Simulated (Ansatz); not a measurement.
Process, species as SMILES: Cl[SiH](O[SiH3])Cl [dichloro(silyloxy)silane] → [SiH](Cl)(Cl)O[SiH2] + H atom (the H-Si bond breaks)

Wanted: bond dissociation energy (electronic), in kcal/mol. Set-up: valence correlation only; open shells spin-unrestricted; six Cartesian d functions in 6-31G* and its kin unless marked 5d; no dispersion term unless named; non-relativistic; no spin-orbit coupling. CBS(X,Y): correlation extrapolated as X^-3; Hartree-Fock from the larger set. Ab initio and DFT rows: single points at B3LYP-D3(BJ) geometries (Ansatz, a quantum-chemistry and plane-wave program).

```json
[
 {"species": "[SiH3]O[SiH](Cl)Cl", "coefficient": "-1", "E at B3LYP/6-31G* (Ansatz), Eh": "-1577.18876", "E at PBE0/def2-TZVPD (Ansatz), Eh": "-1576.66237"},
 {"species": "[SiH2]O[SiH](Cl)Cl", "coefficient": "+1", "E at B3LYP/6-31G* (Ansatz), Eh": "-1576.53600", "E at PBE0/def2-TZVPD (Ansatz), Eh": "-1576.01341"},
 {"species": "H atom", "coefficient": "+1", "E at B3LYP/6-31G* (Ansatz), Eh": "-0.50027", "E at PBE0/def2-TZVPD (Ansatz), Eh": "-0.50104"}
]
```

Coupled cluster (Ansatz) is a level with limits of its own, used here on species with T1 under 0.025 (0.045 for open shells) and stable references: CCSD(T)/CBS(cc-pV(T+d)Z,cc-pV(Q+d)Z). Value to compare with, CCSD(T)/CBS(cc-pV(T+d)Z,cc-pV(Q+d)Z) (Ansatz): 98.8 kcal/mol. 1 Eh = 627.5095 kcal/mol.

Compute it at each level from the table, and compare with CCSD(T)/CBS(cc-pV(T+d)Z,cc-pV(Q+d)Z) (Ansatz).


- B3LYP/6-31G*: the sum of coefficient times E is 0.15249 Eh, or 95.69 kcal/mol. Result: 95.7 kcal/mol. Its difference against CCSD(T)/CBS(cc-pV(T+d)Z,cc-pV(Q+d)Z) (Ansatz) is -3.1 kcal/mol.
- PBE0/def2-TZVPD: the sum of coefficient times E is 0.14792 Eh, or 92.82 kcal/mol. Result: 92.8 kcal/mol. Its difference against CCSD(T)/CBS(cc-pV(T+d)Z,cc-pV(Q+d)Z) (Ansatz) is -6.0 kcal/mol.
